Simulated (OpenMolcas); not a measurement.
## Pt5+ in a point-charge field

Pt5+ among 5 point charges of -1.5 e arranged as a trigonal bipyramid (D3h), 1.83 Å from the ion, with the axial distance 1.702 Å.

```json
{
  "Program": "OpenMolcas",
  "Method": "CASSCF",
  "Basis": "ANO-RCC-VDZP [7s6p4d2f]",
  "Scalar Hamiltonian": "DKH2, point nucleus",
  "Active space": "5 electrons in 5 orbitals (5d)",
  "State averaging": "2S+1 = 6 even, 1 root; 2S+1 = 4 even, 24 roots; 2S+1 = 2 even, 75 roots",
  "Spin-orbit coupling": "RASSI with atomic mean-field integrals over the reference wave functions"
}
```

The lowest spin-free states (labels of D3, the rotations of D3h), above the lowest:

```csv
State,Degeneracy,E (cm-1),Free-ion L (%)
6A1,1,0.0,S (100)
4E,2,22695,G (63)
4E,2,24850,G (63)
4A2,1,29543,G (99)
4A1,1,29596,G (99)
4A1,1,29650,G (100)
4E,2,30112,G (100)
4E,2,33246,D (66)
4E,2,34204,D (59)
4A2,1,35098,P (100)
2E,2,35745,I (70)
2E,2,37172,I (67)
4A1,1,37410,D (100)
2A1,1,38096,I (64)
2A2,1,38152,I (64)
2E,2,38346,I (55)
2E,2,39750,I (59)
2E,2,40114,D (42)
2A1,1,40832,I (87)
4E,2,41662,P (47)
```

The lowest levels with spin-orbit coupling:

```csv
E (cm-1),Degeneracy,Label,2S+1,g
0.0,2,E1/2,6 (77 %),0.00 0.00 9.47
394.8,2,E3/2,6 (80 %),0.00 0.00 5.69
916.2,2,E1/2,6 (84 %),1.93 5.78 5.78
17437,2,E1/2,4 (58 %),0.01 0.01 6.09
17695,2,E3/2,4 (50 %),0.00 0.00 3.73
22316,2,E1/2,4,0.02 0.02 9.54
23048,2,E1/2,4 (81 %),0.50 0.50 0.58
23983,2,E3/2,4 (87 %),0.00 0.00 2.71
25615,2,E1/2,4 (88 %),0.01 0.01 7.38
26046,2,E1/2,4 (66 %),0.70 0.70 1.52
27127,2,E1/2,4 (79 %),2.07 2.07 2.44
28303,2,E3/2,4 (59 %),0.00 0.00 10.95
28331,2,E1/2,4 (79 %),0.02 0.02 3.91
28792,2,E1/2,4 (53 %),0.00 0.00 12.87
29231,2,E1/2,4 (81 %),0.10 0.87 0.87
29290,2,E3/2,4 (67 %),0.00 0.00 2.62
30001,2,E1/2,4 (82 %),0.03 0.03 8.13
31230,2,E3/2,4 (85 %),0.00 0.00 3.79
31419,2,E1/2,4 (75 %),0.03 0.03 5.68
32047,2,E3/2,4 (89 %),0.00 0.00 4.01
```

Powder χT (cm3 K/mol): 2.81 at 2 K, 2.84 at 10 K, 3 at 50 K, 3.2 at 100 K, 3.47 at 200 K, 3.62 at 300 K. The effective moment at 300 K is 2.828 √(χT) = 5.38 μB.

Without dynamic correlation the repulsion within the d shell is too large (B by tens of per cent), so at a given field states of lower spin stand too high. Point charges give a weaker field than real ligands, and real ions of this kind are as a rule low spin; the high spin found here belongs to the model. Point charges carry no covalency, so the field is a model and not that of real ligands. No measured value stands beside these numbers.
